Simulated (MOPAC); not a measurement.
MOPAC input (AM1):

```
AM1 FORCE THERMO(298,298) PRECISE LET UHF MS=0.5 GEO-OK AUX(PRECISION=9) THREADS=1
CH3Si

C    -1.11044928 1   -0.22135854 1   -0.04460596 1
Si    0.45095874 1    0.08989476 1    0.01811469 1
H    -2.15427710 1   -0.42943664 1   -0.08653578 1
H     1.44650596 1   -0.96839661 1    0.10182408 1
H     0.96873177 1    1.44985352 1   -0.00480571 1
```

Output:

```
 *******************************************************************************
 **                                                                           **
 **                              MOPAC v23.2.5                                **
 **                                                                           **
 *******************************************************************************
 ** MOPAC's Digital Object Identifier: https://doi.org/10.5281/zenodo.6511958 **
 **                                                                           **
 ** Please cite the open-source release paper for use of this MOPAC version:  **
 ** J. E. Moussa and J. J. P. Stewart (2026)                                  **
 ** MOPAC: An open-source semiempirical molecular orbital program             **
 ** J. Open Source Softw., 11(119), 8025, https://doi.org/10.21105/joss.08025 **
 *******************************************************************************

                              AM1 CALCULATION RESULTS

 *******************************************************************************
 *  AM1        - The AM1 Hamiltonian to be used
 *  GEO-OK     - OVERRIDE INTERATOMIC DISTANCE AND OTHER SAFETY CHECKS
 *  UHF        - UNRESTRICTED HARTREE-FOCK CALCULATION
 *  MS=        - IN MECI, MAGNETIC COMPONENT OF SPIN =  0.5
 *  LET        - OVERRIDE SOME SAFETY CHECKS
 *  PRECISE    - TIGHTER CRITERIA TO BE USED
 *  FORCE      - FORCE CALCULATION SPECIFIED
 *  AUX        - OUTPUT AUXILIARY INFORMATION
 *  THERMO     - THERMODYNAMIC QUANTITIES TO BE CALCULATED
 *******************************************************************************
AM1 FORCE THERMO(298,298) PRECISE LET UHF MS=0.5 GEO-OK AUX(PRECISION=9) THREADS=1
 CH3Si

   ATOM   CHEMICAL          X               Y               Z
  NUMBER   SYMBOL      (ANGSTROMS)     (ANGSTROMS)     (ANGSTROMS)

     1       C         -1.11044928  *  -0.22135854  *  -0.04460596  *
     2      Si          0.45095874  *   0.08989476  *   0.01811469  *
     3       H         -2.15427710  *  -0.42943664  *  -0.08653578  *
     4       H          1.44650596  *  -0.96839661  *   0.10182408  *
     5       H          0.96873177  *   1.44985352  *  -0.00480571  *

          CARTESIAN COORDINATES

    NO.       ATOM           X           Y           Z

     1         C         -1.1104     -0.2214     -0.0446
     2        Si          0.4510      0.0899      0.0181
     3         H         -2.1543     -0.4294     -0.0865
     4         H          1.4465     -0.9684      0.1018
     5         H          0.9687      1.4499     -0.0048

  H: (AM1): M.J.S. DEWAR ET AL, J. AM. CHEM. SOC. 107 3902-3909 (1985)
  C: (AM1): M.J.S. DEWAR ET AL, J. AM. CHEM. SOC. 107 3902-3909 (1985)
 Si: (AM1): M.J.S.DEWAR, C. JIE, ORGANOMETALLICS, 6, 1486-1490 (1987).

           Empirical Formula: C H3 Si  =     5 atoms

      MOLECULAR POINT GROUP   :   C2v

          UHF CALCULATION, NO. OF ALPHA ELECTRONS =    6
                           NO. OF BETA  ELECTRONS =    5

          HEAT OF FORMATION =      59.866261 KCALS/MOLE
[...]
 TRANSITION DIPOLE   0.4000         C 1 -- Si2          +2.8% ( 16.3%)      0.0%
 TRAVEL (Ang.)       0.3137         Si2 -- H 4          +0.3% (  5.0%)      0.0%
 REDUCED MASS        0.9324         Si2 -- H 5          +0.3% (  5.0%)      0.0%
 EFFECTIVE MASS      1.9391
 FORCE CONSTANT      0.2966

 VIBRATION          5    1A1         ATOM PAIR     ENERGY CONTRIBUTION    RADIAL
 FREQUENCY           770.72         Si2 -- H 5         +48.5% ( 58.8%)      1.0%
 TRANSITION DIPOLE   0.4316         Si2 -- H 4         +48.5% ( 58.8%)      1.0%
 TRAVEL (Ang.)       0.4206         C 1 -- Si2          +2.2% ( 12.5%)    100.0%
 REDUCED MASS        0.4946         C 1 -- H 3          +0.9% (  8.0%)    100.0%
 EFFECTIVE MASS      1.5667
 FORCE CONSTANT      0.1731

 VIBRATION          6    2A1         ATOM PAIR     ENERGY CONTRIBUTION    RADIAL
 FREQUENCY          1027.90         C 1 -- Si2         +67.9% (121.9%)    100.0%
 TRANSITION DIPOLE   0.3554         C 1 -- H 3         +22.1% ( 69.5%)    100.0%
 TRAVEL (Ang.)       0.0946         Si2 -- H 4          +5.0% ( 33.1%)     22.0%
 REDUCED MASS        7.3355         Si2 -- H 5          +5.0% ( 33.1%)     22.0%
 EFFECTIVE MASS     19.0195
 FORCE CONSTANT      4.5665

 VIBRATION          7    3B2         ATOM PAIR     ENERGY CONTRIBUTION    RADIAL
 FREQUENCY          2249.06         Si2 -- H 4         +49.9% ( 71.2%)     98.8%
 TRANSITION DIPOLE   0.1089         Si2 -- H 5         +49.9% ( 71.2%)     98.8%
 TRAVEL (Ang.)       0.2409         C 1 -- Si2          +0.2% (  4.8%)      0.0%
 REDUCED MASS        0.5164
 EFFECTIVE MASS      1.4385
 FORCE CONSTANT      1.5391

 VIBRATION          8    3A1         ATOM PAIR     ENERGY CONTRIBUTION    RADIAL
 FREQUENCY          2250.11         Si2 -- H 5         +49.9% ( 70.3%)     98.1%
 TRANSITION DIPOLE   0.0478         Si2 -- H 4         +49.9% ( 70.3%)     98.1%
 TRAVEL (Ang.)       0.2460         C 1 -- Si2          +0.2% (  4.2%)    100.0%
 REDUCED MASS        0.4952
 EFFECTIVE MASS      1.2083
 FORCE CONSTANT      1.4771

 VIBRATION          9    4A1         ATOM PAIR     ENERGY CONTRIBUTION    RADIAL
 FREQUENCY          3363.21         C 1 -- H 3         +98.8% (100.0%)    100.0%
 TRANSITION DIPOLE   0.6060         C 1 -- Si2          +1.2% ( 11.0%)    100.0%
 TRAVEL (Ang.)       0.1468
 REDUCED MASS        0.9302
 EFFECTIVE MASS      1.4941
 FORCE CONSTANT      6.1994

      SYMMETRY NUMBER FOR POINT-GROUP C2v =  2

          SYSTEM IS A GROUND STATE

 CH3Si

          MOLECULE IS NOT LINEAR

          THERE ARE  9 GENUINE VIBRATIONS IN THIS SYSTEM
          THIS THERMODYNAMICS CALCULATION IS LIMITED TO
          MOLECULES WHICH HAVE NO INTERNAL ROTATIONS

                    CALCULATED THERMODYNAMIC PROPERTIES
                                          *
   TEMP. (K)   PARTITION FUNCTION   H.O.F.    ENTHALPY  HEAT CAPACITY ENTROPY
                                   KCAL/MOL   CAL/MOLE    CAL/K/MOL  CAL/K/MOL

 298.00  VIB.     0.1544D+01                   632.9604     5.8425     2.9877
         ROT.     0.2059D+04                   888.2803     2.9808    18.1428
         INT.     0.3179D+04                  1521.2407     8.8233    21.1304
         TRA.     0.2737D+27                  1480.4672     4.9680    37.2084
         TOT.                       59.866    3001.7079    13.7913    58.3388

   *: NOTE: HEATS OF FORMATION ARE RELATIVE TO THE
            ELEMENTS IN THEIR STANDARD STATE AT 298K
              (=  Standard Enthalpy of Formation).

            Hvib:  Zero-point energy is not included.
                   frequencies of less than zero cm-1 are not included.
            Hrot = (3/2)RT
            Htra = (3/2)RT + pV = (5/2)RT

            Heat capacity is Cp, not Cv

          For more information, see: HTTP://OpenMOPAC.net/Manual/thermochemistry.html

           FORCE CONSTANT IN CARTESIAN COORDINATES (Millidynes/A)

    ATOM   CHEMICAL       X               Y               Z
   NUMBER   SYMBOL  FORCE CONSTANT  FORCE CONSTANT  FORCE CONSTANT

      1       C       11.425876        0.575621        0.639983
      2      Si        7.169514        4.255641        0.352346
      3       H        6.194524        0.124283        0.258167
      4       H        0.994500        2.138356        0.044113
      5       H        0.994500        2.138356        0.044113

 **********************
 *                    *
 * JOB ENDED NORMALLY *
 *                    *
 **********************

 == MOPAC DONE ==
```
